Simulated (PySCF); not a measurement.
TMS-CBrF2, C4H9BrF2Si.
Atom-mapped SMILES: `[CH3:1][Si:2]([CH3:3])([CH3:4])[C:5]([F:6])([F:7])[Br:8]` (hydrogens: H9, H10, H11 on C1; H12, H13, H14 on C3; H15, H16, H17 on C4)

Cartesian coordinates in Å at the PBE0-D3(BJ)/def2-SVP level; atoms count from 1:
```
atom  x, y, z in Å
C1    -0.8177    1.4755   -0.8843
Si2   -0.1278   -0.0186    0.0019
C3    -0.3573   -1.6151   -0.9422
C4    -0.7538   -0.1455    1.7633
C5     1.7805    0.2602    0.1809
F6     2.3765   -0.7601    0.8199
F7     2.0575    1.3758    0.8764
Br8    2.6494    0.4359   -1.5861
H9    -0.3813    1.5740   -1.8894
H10   -1.9110    1.3917   -0.9883
H11   -0.5984    2.3963   -0.3222
H12    0.0668   -1.5412   -1.9545
H13   -1.4278   -1.8584   -1.0328
H14    0.1381   -2.4487   -0.4210
H15   -0.2587   -0.9715    2.2964
H16   -0.5579    0.7855    2.3169
H17   -1.8395   -0.3305    1.7792
```

Method: TDDFT CAM-B3LYP/def2-SVPD, vertical, gas phase, core orbitals frozen in the response in PySCF. The CAM-B3LYP/def2-SVPD calculation is non-relativistic and has no spin–orbit coupling, an omission that weighs most on bromine.

```
state  λ (nm)  E (eV)       f  symmetry  main configurations (H = HOMO, L = LUMO)
   S1   204.2    6.07   0.023        A′                    H→L (82%), H-2→L (10%)
   S2   200.4    6.19  0.0002         –                               H-1→L (92%)
   S3   171.2    7.24   0.210        A′                     H-2→L (79%), H→L (9%)
   S4   155.0    8.00   0.051        A′                  H→L+1 (73%), H→L+3 (12%)
   S5   151.2    8.20   0.081        A″              H-1→L+1 (54%), H-1→L+3 (31%)
   S6   150.2    8.26  0.0021        A″                               H-4→L (91%)
```

The lowest singlet comes at 204 nm (586 kJ/mol) in the ultraviolet; it is weak; its leading configuration is HOMO→LUMO (82%). The strongest level in the table is S3 at 7.24 eV (171 nm, f = 0.210). Löwdin shares by element: HOMO bromine 60%, carbon 20% or more, silicon 8%; LUMO bromine 60%, carbon 26% or more. The oscillator strengths of these states sum to 0.368; summed over the whole spectrum of an exact calculation they would give the number of electrons, 100 (Thomas–Reiche–Kuhn). Of the 6 states listed, 4 reach f = 0.01 and 1 stays under 0.0005. Weighted by f, the mean energy of these states is 7.49 eV. No computed singlet lies in the visible range (380 to 750 nm); the lowest, at 204 nm, stands 2.81 eV above its violet end (3.26 eV). Symmetry labels in Cs follow from the direction of the transition dipole and are given only for states with f of 0.002 or more. The window holds the lowest 6 singlets.
